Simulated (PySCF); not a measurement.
# C₆ coefficients of unlike pairs at PBE0

Calculated with PySCF 2.14 from the dipole response of each species, C₆(A,B) = (3/π) ∫ α_A(iu) α_B(iu) du, in atomic units, from isotropic polarisabilities. For ions this is the dispersion term alone; charge-induced terms of lower order in 1/R come first.

```json
{"species": "Hg", "configuration": "[Xe] 4f14 5d10 6s2 (1S)", "basis": "def2-QZVPPD with the def2 core potential (60 electrons) (7s5p4d4f2g)", "relativity": "core potential", "α (bohr³)": "36.40", "C₆ (like pair)": "353.8"}
{"species": "Os", "configuration": "[Xe] 4f14 5d6 6s2 (5D)", "basis": "def2-TZVPPD with the def2 core potential (60 electrons) (6s5p3d2f1g)", "relativity": "core potential", "α (bohr³)": "55.83", "C₆ (like pair)": "596.0"}
{"species": "Si", "configuration": "[Ne] 3s2 3p2 (3P)", "basis": "dyall-av3z (19s12p3d2f)", "relativity": "none", "α (bohr³)": "39.61", "C₆ (like pair)": "323.9"}
{"species": "Se²⁺", "configuration": "[Ar] 3d10 4s2 4p2 (3P)", "basis": "aug-cc-pVTZ-PP with one added diffuse shell each of s, d, f type with ECP10MDF (7s5p5d3f)", "relativity": "core potential", "α (bohr³)": "9.358", "C₆ (like pair)": "42.86"}
```

Estimate C₆ for Se²⁺ with Hg.

The integral gives 120.3. The combination rule 2 C_A C_B / (C_A α_B/α_A + C_B α_A/α_B) gives 117.7 and the geometric mean 123.1.

No spin-orbit coupling is included.

The other pairs:

```json
{"pair": "Si, Hg", "C₆": "331.4"}
{"pair": "Si, Os", "C₆": "436.6"}
{"pair": "Se²⁺, Si", "C₆": "108.9"}
{"pair": "Se²⁺, Os", "C₆": "150.1"}
{"pair": "Os, Hg", "C₆": "454.6"}
```
